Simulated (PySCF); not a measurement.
# Working out the ionisation energy of I+

I+ [Kr] 4d10 5s2 5p4 (3P) → I(2+) [Kr] 4d10 5s2 5p3 (4S). All numbers are calculated (PySCF 2.14, the spin-free X2C one-electron Hamiltonian (Gaussian nucleus), in x2c-SVPall). Frozen: [Kr] 4d10. Energies in hartree (1 hartree = 27.21139 eV):

```tsv
part	I+ (lower)	I(2+) (upper)
UHF	-7111.542660	-7110.890907
CCSD correlation	-0.070135	-0.055301
(T)	-0.000675	-0.000434
```

Task: What does Hartree-Fock give?

Result: (-7110.890907) − (-7111.542660) = 0.651753 hartree = 17.735 eV.

Task: What do CCSD and CCSD(T) give?

Result: The CCSD correlation energies differ by 0.014834 hartree = 0.404 eV and the triples by 0.000241 hartree = 0.007 eV, so CCSD gives 18.139 eV and CCSD(T) 18.146 eV.

Measured between the centres of the two terms (NIST): 18.750 eV, so CCSD(T) (valence) is off by -0.604 eV.

A double-zeta basis recovers only part of the correlation energy.

What remains against the reference includes basis incompleteness, the frozen core and higher excitations.
